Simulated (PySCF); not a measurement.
PySCF input file for C3H2O, SMILES O=c1cc1, B3LYP-D3(BJ)/def2-SVP. Geometry: B3LYP-D3(BJ)/def2-SVP.

```python
import numpy as np
from pyscf import gto, scf, dft, df
from pyscf.hessian import thermo

mol = gto.M(
    atom='''
    O     0.00000000    0.00000000    1.53861670
    C     0.00000000    0.00000000    0.33795679
    C     0.00000000    0.67384881   -0.93220030
    C     0.00000000   -0.67384881   -0.93220030
    H     0.00000000    1.55753342   -1.57513539
    H     0.00000000   -1.55753342   -1.57513539
    ''',
    basis='def2-SVP',
    charge=0,
    spin=0,
    max_memory=1600,
    verbose=3,
)
mf = dft.RKS(mol, xc='b3lyp').density_fit(auxbasis='def2-universal-jkfit')
mf.disp = 'd3bj'
mf.grids.level = 3
mf.conv_tol = 1e-11
mf.max_cycle = 100
mf.kernel()

# analytic Hessian; the response equations are solved on a coarser grid
h, args, fine = mf.Hessian(), (mf.mo_energy, mf.mo_coeff, mf.mo_occ), mf.grids
h.max_memory = max(150, 2.5e-5 * df.make_auxmol(mol, mf.with_df.auxbasis).nao * mol.nelec[0] * (mol.nelec[0] + mol.nao))  # MB; small integral blocks
h1ao = h.make_h1(mf.mo_coeff, mf.mo_occ)
mf.grids = dft.Grids(mol).set(level=1).build(with_non0tab=True)
mo1, mo_e1 = h.solve_mo1(*args, h1ao)
mf.grids = fine
hess = h.hess_elec(*args, mo1, mo_e1, h1ao) + h.hess_nuc()
if mf.do_disp():
    hess += h.get_dispersion()
for i in range(mol.natm):  # the analytic DFT Hessian lacks the response of the grid: restore translational invariance
    hess[i, i] -= hess[i].sum(axis=0)
hess = (hess + hess.transpose(1, 0, 3, 2)) / 2
vib = thermo.harmonic_analysis(mol, hess, imaginary_freq=False)
thermo.dump_normal_mode(mol, vib)
th = thermo.thermo(mf, vib['freq_au'][vib['freq_au'] > 0], 298.15, 101325)
thermo.dump_thermo(mol, th)
g0 = mf.nuc_grad_method().set(verbose=0).kernel()

# dipole derivatives [dipole axis, atom, xyz] from the same response
r, irp = mol.intor('int1e_r'), mol.intor('int1e_irp').reshape(3, 3, mol.nao, mol.nao)
sl, dm0, ok = mol.aoslice_by_atom(), np.array(mf.make_rdm1()), []
dmu = np.einsum('a,xt->xat', mol.atom_charges(), np.eye(3))
for a, (_, _, p0, p1) in enumerate(sl):
    dmu[:, a] += 2 * np.einsum('xtij,ij->xt', irp[:, :, :, p0:p1], dm0.reshape(-1, mol.nao, mol.nao).sum(0)[:, p0:p1])
    for u, c, occ, f in [(mo1, mf.mo_coeff, mf.mo_occ, 4)]:
        dmu[:, a] -= f * np.einsum('tui,xuv,vi->xt', u[a], r, c[:, occ > 0], optimize=True)
L = vib['norm_mode']
ir = 974.8801 * (np.einsum('xat,kat->kx', dmu, L) ** 2).sum(1)       # km/mol
apt = np.einsum('xax->a', dmu) / 3

# polarisability derivatives from nuclear gradients in small electric fields
h0, F = mf.get_hcore(), 0.005
def in_field(f, guess):
    m = mf.copy()
    m.verbose, m.conv_tol, m.conv_tol_grad = 0, 1e-11, 2e-7
    m.get_hcore = lambda *a: h0 + np.einsum('x,xij->ij', f, r)
    m.kernel(guess)
    ok.append(m.converged)
    dm = np.array(m.make_rdm1())
    g = m.nuc_grad_method().kernel() - np.outer(mol.atom_charges(), f)
    for a, (_, _, p0, p1) in enumerate(sl):
        g[a] -= 2 * np.einsum('x,xtij,ij->t', f, irp[:, :, :, p0:p1], dm[:, p0:p1])
    return g, -np.einsum('xij,ij->x', r, dm), dm
E = np.eye(3) * F
g0, _, dm0 = in_field(np.zeros(3), dm0)
gp = [in_field(e, dm0) for e in E]
gm = [in_field(-e, 2 * dm0 - p[2]) for e, p in zip(E, gp)]
alpha = np.array([(p[1] - q[1]) / (2 * F) for p, q in zip(gp, gm)])  # bohr^3
check = abs(np.array([-(p[0] - q[0]) / (2 * F) for p, q in zip(gp, gm)]) - dmu).max()
print('static polarisability / bohr^3:', alpha.round(3))
print('largest difference of analytic and finite-field dipole derivatives / e:', check)
da = np.zeros((3, 3, mol.natm, 3))
for x in range(3):
    da[x, x] = -(gp[x][0] + gm[x][0] - 2 * g0) / F**2
for x, y in ((0, 1), (0, 2), (1, 2)):
    up, down = in_field(E[x] + E[y], gp[x][2] + gp[y][2] - dm0), in_field(-E[x] - E[y], gm[x][2] + gm[y][2] - dm0)
    both = -(up[0] + down[0] - 2 * g0) / F**2
    da[x, y] = da[y, x] = (both - da[x, x] - da[y, y]) / 2
aq = np.einsum('xyat,kat->kxy', da, L) * 0.529177210903**2           # A^2/amu^1/2
a = np.einsum('kxx->k', aq) / 3
g2 = 1.5 * (aq**2).sum((1, 2)) - 4.5 * a**2
raman, depol = 45 * a**2 + 7 * g2, 3 * g2 / (45 * a**2 + 4 * g2 + 1e-12)
print('mode   freq/cm-1   IR/(km/mol)   Raman/(A^4/amu)   depolarisation')
for k, w in enumerate(vib['freq_wavenumber']):
    print(f'{k + 1:4d} {w:11.2f} {ir[k]:13.3f} {raman[k]:17.3f} {depol[k]:16.3f}')
print('max |gradient| / (hartree/bohr):', abs(g0).max())
print('APT charges:', apt.round(4))
```

Output:

```
converged SCF energy = -190.509723280285

WARN: DFTD3 does not support analytical Hessian, using finite difference


WARN: Mole.unit (angstrom) is changed to Bohr

Mode                                 0                   1                   2
Irrep
Freq [cm^-1]                      476.7688            525.7957            772.7192
Reduced mass [au]                   1.9435              3.1288              2.2306
Force const [Dyne/A]                0.2603              0.5096              0.7847
Char temp [K]                     685.9642            756.5030           1111.7709
Normal mode                   x     y     z       x     y     z       x     y     z
       0   O                 0.09  0.00 -0.00    0.00 -0.12 -0.00   -0.05  0.00  0.00
       1   C                -0.18 -0.00 -0.00   -0.00  0.12 -0.00    0.17  0.00  0.00
       2   C                -0.01 -0.00  0.00   -0.00  0.03 -0.11   -0.09 -0.00 -0.00
       3   C                -0.01 -0.00 -0.00   -0.00  0.03  0.11   -0.09 -0.00 -0.00
       4   H                 0.49  0.00  0.00    0.00 -0.13 -0.34    0.45 -0.00 -0.00
       5   H                 0.49  0.00 -0.00    0.00 -0.13  0.34    0.45  0.00 -0.00
Mode                                 3                   4                   5
Irrep
Freq [cm^-1]                      835.4818            852.4805            992.3939
Reduced mass [au]                   3.1494              1.4625              1.4070
Force const [Dyne/A]                1.2952              0.6262              0.8164
Char temp [K]                    1202.0723           1226.5296           1427.8339
Normal mode                   x     y     z       x     y     z       x     y     z
       0   O                 0.00 -0.04  0.00    0.00  0.00  0.10   -0.00 -0.00 -0.00
       1   C                -0.00  0.21  0.00   -0.00 -0.00  0.07    0.00  0.00 -0.00
       2   C                 0.00 -0.09  0.02    0.00 -0.03 -0.06   -0.11 -0.00  0.00
       3   C                 0.00 -0.09 -0.02    0.00  0.03 -0.06    0.11  0.00  0.00
       4   H                -0.00  0.13  0.33   -0.00 -0.32 -0.48    0.59 -0.00 -0.00
       5   H                -0.00  0.14 -0.33   -0.00  0.32 -0.48   -0.59  0.00 -0.00
Mode                                 6                   7                   8
Irrep
Freq [cm^-1]                     1047.0211           1152.0682           1584.2753
Reduced mass [au]                   2.7592              2.2742              5.9632
Force const [Dyne/A]                1.7822              1.7784              8.8184
Char temp [K]                    1506.4303           1657.5697           2279.4194
Normal mode                   x     y     z       x     y     z       x     y     z
       0   O                -0.00 -0.00 -0.13   -0.00 -0.00 -0.00   -0.00 -0.00  0.03
       1   C                 0.00 -0.00 -0.04    0.00  0.08 -0.00    0.00 -0.00 -0.01
       2   C                 0.00  0.01  0.13    0.00 -0.01  0.15   -0.00  0.19 -0.00
       3   C                -0.00 -0.01  0.13   -0.00 -0.01 -0.15    0.00 -0.19 -0.00
       4   H                -0.00 -0.29 -0.27   -0.00 -0.33 -0.29    0.00  0.13 -0.17
       5   H                 0.00  0.29 -0.27    0.00 -0.33  0.29   -0.00 -0.13 -0.17
Mode                                 9                  10                  11
Irrep
Freq [cm^-1]                     1986.2557           3191.0399           3224.2525
Reduced mass [au]                  11.0901              1.0884              1.1346
Force const [Dyne/A]               25.7784              6.5299              6.9497
Char temp [K]                    2857.7798           4591.1960           4638.9815
Normal mode                   x     y     z       x     y     z       x     y     z
       0   O                -0.00 -0.00  0.13   -0.00  0.00  0.00   -0.00  0.00  0.00
       1   C                 0.00 -0.00 -0.24    0.00  0.00 -0.00    0.00 -0.00 -0.01
       2   C                -0.00 -0.01  0.03   -0.00 -0.05  0.03   -0.00 -0.06  0.04
       3   C                -0.00  0.01  0.03    0.00 -0.05 -0.03   -0.00  0.06  0.04
       4   H                -0.00 -0.08  0.01    0.00  0.55 -0.39    0.00  0.53 -0.39
       5   H                -0.00  0.08  0.01   -0.00  0.55  0.39    0.00 -0.53 -0.39
temperature 298.1500 [K]
pressure 101325.00 [Pa]
Rotational constants [GHz] 31.98934 7.78162 6.25906
Symmetry number 2
Zero-point energy (ZPE) 0.03791 [Eh]   99532.609 [J/mol]
                           tot       elec      trans        rot        vib
Entropy [J/mol/K]       257.252      0.000    158.506     89.838      8.907
Cv [J/mol/K]             47.429      0.000     12.472     12.472     22.486
Cp [J/mol/K]             55.743      0.000     20.786     12.472     22.486
Internal energy [J/mol]                      3718.434   3718.434 101529.409
Internal energy [Eh]   -190.46822  -190.50972
Enthalpy [J/mol]                             6197.391   3718.434 101529.409
Enthalpy [Eh]          -190.46728
Gibbs free energy [J/mol]                  -41061.255 -23066.889  98873.663
Gibbs free energy [Eh] -190.49649
static polarisability / bohr^3: [[15.462 -0.     0.   ]
 [-0.    33.19   0.   ]
 [ 0.     0.    38.517]]
largest difference of analytic and finite-field dipole derivatives / e: 0.0011236587401070586
mode   freq/cm-1   IR/(km/mol)   Raman/(A^4/amu)   depolarisation
   1      476.77        10.566             0.415            0.750
   2      525.80         0.490            11.459            0.750
   3      772.72        55.987             0.521            0.750
   4      835.48        40.553             6.495            0.750
   5      852.48         0.712            15.130            0.550
   6      992.39         0.000             0.053            0.750
   7     1047.02         5.417             9.107            0.089
   8     1152.07        14.915             0.411            0.750
   9     1584.28        11.813            31.595            0.101
  10     1986.26       600.373            12.918            0.443
  11     3191.04         0.269           117.099            0.750
  12     3224.25         2.018           193.867            0.128
max |gradient| / (hartree/bohr): 1.5605899570359416e-05
APT charges: [-0.7405  0.9503 -0.2123 -0.2123  0.1074  0.1074]
```

Self-consistency was reached.

Cost: around 30 core-seconds (rough).
